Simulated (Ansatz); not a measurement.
## Two structures, one formula

The two ends of one reaction step of BH$_{4}$O$_{2}$F, singlet (PBE0-D4/def2-TZVP).

A:

```xyz
8
angstrom
B -0.4705 -0.5055 0.3498
H 1.7827 1.0712 -1.0973
O -1.3104 0.2777 -0.3795
O -0.1403 -0.1966 1.6235
H 2.1021 0.4075 -0.9756
F 0.0499 -1.6144 -0.1768
H -1.4571 -0.0543 -1.2680
H -0.5564 0.6144 1.9240
```

B:

| atom | x (Å) | y (Å) | z (Å) |
| --- | --- | --- | --- |
| B1 | -0.4325 | 0.4500 | -0.3769 |
| H2 | 0.0667 | 0.5398 | -1.4575 |
| O3 | -1.5720 | 1.0870 | -0.0156 |
| O4 | 0.1816 | -0.3420 | 0.5506 |
| H5 | 1.5995 | -1.2451 | 0.3577 |
| F6 | 2.3846 | -1.7480 | 0.2562 |
| H7 | -1.9518 | 1.6256 | -0.7121 |
| H8 | -0.2762 | -0.3672 | 1.3978 |

Program: Ansatz 0.2.0. Basis: def2-TZVPP. Cores are frozen in the correlated methods. B3LYP uses VWN-RPA correlation.

Q: Which structure is lower at CCSD(T), and by how much? (Judge from chemistry; the value comes from the calculation.)

A: By the calculation: A, by 87.0 kJ/mol (electronic energy, against the other). By their contacts, A is a complex of BH₂O₂F ([OH][B]([OH])[F]) + H₂ and B is a complex of BH₃O₂ ([OH][BH][OH]) + HF.

All methods give the same order:

```tsv
method	E(B) − E(A) (kJ/mol)
SPW92	74.2
PBE-D4	80.8
BLYP-D4	85.7
r2SCAN-D4	93.9
B97M-V	97.8
PBE0-D4	82.5
B3LYP-D4	86.2
r2SCAN0-D4	92.0
BHLYP-D4	88.6
CAM-B3LYP-D4	85.7
wB97X-V	86.9
wB97M-V	88.9
B2PLYP	85.9
PBE-QIDH	84.9
RPA on PBE	87.4
HF	97.4
MP2	86.8
CCSD	87.3
CCSD(T)	87.0
```

The T1 diagnostic stays at or below 0.012.

Labels in which every atom is bracketed show which atoms are joined, not bond orders.

For scale, one of the runs: CCSD(T)/def2-TZVPP, 180 basis functions, launched by `ansatz run in.yaml --threads 2 --pin off --events-out ev --progress --plain --max-ram 4352MiB`. The run took 56 s on 2 CPU threads of an Arm Neoverse V1 (shared host), with 1.9 GiB of host memory at its peak.
